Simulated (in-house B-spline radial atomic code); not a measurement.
Configurations of In, with energies counted from [Kr] 4d10 5s2 (5p1/2)1. Level of theory: Dirac-Hartree-Fock, average of each configuration as written, Fermi nucleus of rms radius 4.6156 fm; calculated with an all-electron radial atomic-structure program (B-spline basis). Energies include first-order Breit, QED and recoil terms.

Occupations are held fixed; configurations that lie above the ionisation limit could autoionise.

```csv
configuration,E - E(ref) (eV),highest orbital,its <r> (bohr)
[Kr] 4d10 (4f7/2)1 5s2,4.4561,4f7/2,17.97
[Kr] 4d10 5s2 (5f5/2)1,4.7623,5f5/2,31.45
[Kr] 4d10 5s2 (6f5/2)1,4.9288,6f5/2,47.93
[Kr] 4d10 5s1 (5p1/2)1 (7g7/2)1,9.8703,7g7/2,63.5
[Ar] (3d3/2)4 (3d5/2)5 4s2 4p6 4d10 5s2 (5p1/2)1 (7p3/2)1,450.34,7p3/2,20.63
[Ar] (3d3/2)3 (3d5/2)6 4s2 4p6 4d10 5s2 (5p3/2)1 (5d5/2)1,457.75,5d5/2,9.448
```

Task: Order these further configurations by energy, lowest first.
A. [Kr] 4d10 5s2 9s1
B. [Kr] 4d10 5s2 (5d5/2)1
C. [Kr] 4d10 5s2 (5p3/2)1
D. [Kr] 4d10 5s2 (7f5/2)1
E. [Ar] (3d3/2)3 (3d5/2)6 4s2 4p6 4d10 5s2 (5p3/2)1 9s1

Result: C (0.26225 eV), B (3.7723 eV), A (4.8315 eV), D (5.0291 eV), E (458.87 eV).

Task: How far above the reference does [Kr] 4d10 5s1 (5p1/2)1 (5d3/2)1 lie?

Result: 8.5294 eV; its least bound orbital is 5d3/2 with <r> = 9.366 bohr.
